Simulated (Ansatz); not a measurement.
cis-PtH2(AsH3)2 (As2PtH8): single points at one geometry.

```yaml
crystal:
  periodic: [false, false, false]
  atoms:
    - {symbol: Pt, position_ang: [0.939314, 0.760119, 0.180628]}
    - {symbol: H, position_ang: [0.995956, 0.834703, -1.457505]}
    - {symbol: H, position_ang: [1.106825, 2.337375, 0.439924]}
    - {symbol: As, position_ang: [-1.449582, 1.168804, 0.069413]}
    - {symbol: H, position_ang: [-2.429919, 0.179475, -0.544917]}
    - {symbol: H, position_ang: [-1.842616, 2.380826, -0.743065]}
    - {symbol: H, position_ang: [-2.268093, 1.489508, 1.309049]}
    - {symbol: As, position_ang: [1.174596, -1.712411, 0.221867]}
    - {symbol: H, position_ang: [1.309307, -2.562151, 1.475162]}
    - {symbol: H, position_ang: [2.355553, -2.307513, -0.514581]}
    - {symbol: H, position_ang: [0.108662, -2.568743, -0.435963]}
basis:
  gaussian: {orbitals: def2-TZVP, initial_orbitals: start.molden}
magnetization: {spin_polarized: true, initial_magnetization: 2}
hamiltonian: {xc: pbe}
correlation: {method: rpa}
scf: {omitted_lower_state_checks: [starts]}
```

The file start.molden holds the orbitals of an earlier run on this structure, at another level or in another basis.

```sh
$ ansatz run in.yaml --threads 4 --pin off --events-out ev --progress --plain --max-ram 3916MiB
```

Shortened log:

```
Functional definition: PBE
1424 factors; integrals over basis functions are off by at most 9.8e-4 eV
mean field evaluation 1: about -125041.8352 eV, gradient 8.7e0 eV
mean field evaluation 2: about -125041.9940 eV, gradient 2.2e-1 eV
mean field evaluation 4: about -125041.9938 eV, gradient 1.8e-3 eV
mean field -125041.99379123 eV, -4595.2085153201 hartree, gradient 6.2e-6 eV, S^2 2.002400; 0 other end points of the search recorded, 0 dependent functions left out
18 core orbitals not correlated: weight in the atoms' cores, before any rotation towards them, 1.000 or more for the frozen orbitals, at most 0.000 for the correlated occupied ones
reference -124936.00317432 eV, -4591.3134319917 hartree; 29, 27 occupied and 137, 139 virtual orbitals, 1424 factors
Total energy: -124978.60698902 eV, -4592.8790933040 hartree
Checks for a lower state left out: starts
```

It took 10 s on 4 threads of Arm Neoverse V1 on a shared host, peak host memory 0.55 GiB.

Geometry: PBE0-D4/def2-SVP.

In the def2 sets Pt takes a core potential; there is no spin–orbit coupling. Correlated methods freeze 18 core orbitals; core or outer-core shells of Pt, As are correlated, in sets that lack core-valence functions. The name describes the singlet; other states may take another shape. At PBE0-D4/def2-TZVP a singlet of charge 0 lies 2.25 eV below the triplet, each at its own geometry.
